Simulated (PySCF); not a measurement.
**Diatomic cations of Si with group 15**

CCSD(T) with triple-zeta basis sets in PySCF, for the lowest determinant that a PBE0 search found; no spin–orbit coupling. De refers to high-spin ground-configuration atoms (the charge goes to the atom of lower measured ionisation energy or higher electron affinity, which is not always the lowest computed limit).

```tsv
M	basis	reference, frozen orbitals	charged atom	state (unpaired electrons)	Re (Å)	ωe (cm⁻¹)	De (eV)
N	def2-TZVPPD	UHF, 6	Si+	triplet (π ↑↑)	1.791	782	2.35
P	def2-TZVPPD	UHF, 10	Si+	triplet (π ↑↑)	2.222	502	2.73
As	def2-TZVPPD	UHF, 14	Si+	triplet (π ↑↑)	2.327	405	2.69
Sb	def2-TZVPPD	UHF, 9	Si+	triplet (π ↑↑)	2.527	348	2.69
```

(1) By what factor does the well depth vary along the series?

Down a group the atoms grow and get heavier, so bonds lengthen and wavenumbers fall; this series shows no clear exception.

Correlated steps freeze the inner cores (6 to 14 orbitals); shallow outer-core shells are correlated. Spin–orbit coupling is left out, which matters for elements this heavy, above all for dissociation energies. For an ion De counts to the pair picked by the measured ionisation energies or electron affinities, which need not be the lowest pair at this level. States were picked by a PBE0 search and need not be the measured ground states.

Results:

(1) At CCSD(T) it runs from 2.35 eV (SiN⁺) to 2.73 eV (SiP⁺), a factor of 1.16.
